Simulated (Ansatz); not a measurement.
The first iterations of a band of C$_{3}$H$_{6}$OSSe (12 atoms, charge 0, multiplicity 1).

The calculation used RKS B3LYP/def2-SVP (Ansatz).

```json
{
 "movable images": "9",
 "climbing image": "yes",
 "spring": "5.0 eV/Å²",
 "optimiser": "quadratic models (default)",
 "start path": "through a guess of the saddle point",
 "force threshold": "0.05 eV/Å",
 "iteration limit": "31",
 "end points": "relaxed"
}
```

Image 0:

```xyz
12
Properties=species:S:1:pos:R:3
C 0.020 -1.364 -0.703
C -0.020 -0.126 0.185
S 1.655 0.361 0.823
C -0.644 1.066 -0.561
O -1.014 0.999 -1.699
Se -0.933 2.737 0.430
H 0.647 -1.188 -1.589
H 0.429 -2.221 -0.148
H -0.994 -1.622 -1.047
H -0.655 -0.297 1.070
H 1.789 -0.715 1.632
H -0.202 2.315 1.641
```

Image 10:

```xyz
12
Properties=species:S:1:pos:R:3
C -0.115 -1.447 -0.569
C -0.091 -0.206 0.316
S 1.479 -0.019 1.276
C -0.348 1.069 -0.498
O -0.220 1.122 -1.690
Se -0.935 2.682 0.462
H 0.644 -1.379 -1.361
H 0.079 -2.345 0.034
H -1.097 -1.552 -1.059
H -0.855 -0.274 1.105
H 2.281 0.158 0.200
H -0.745 2.136 1.820
```

| iteration | highest image above the first end (eV) | largest band force component (eV/Å) |
| --- | --- | --- |
| 1 | 4.599 | 23.331 |
| 2 | 0.758 | 6.509 |
| 3 | 0.586 | 2.941 |
| 4 | 0.322 | 1.699 |
| 5 | 0.201 | 0.917 |

Question: Does the band converge within its limit, and where does its top end?

Answer: The run converged. It ended after 17 iterations with the highest image 0.051 eV above the first end. A vibrational analysis at the climbing image gives one clearly imaginary mode, 213i cm⁻¹: a first-order saddle point.

Time of the run: 12 min on 2 threads of AMD EPYC 7B13 (Zen 3) (shared host), peak memory 0.46 GiB.
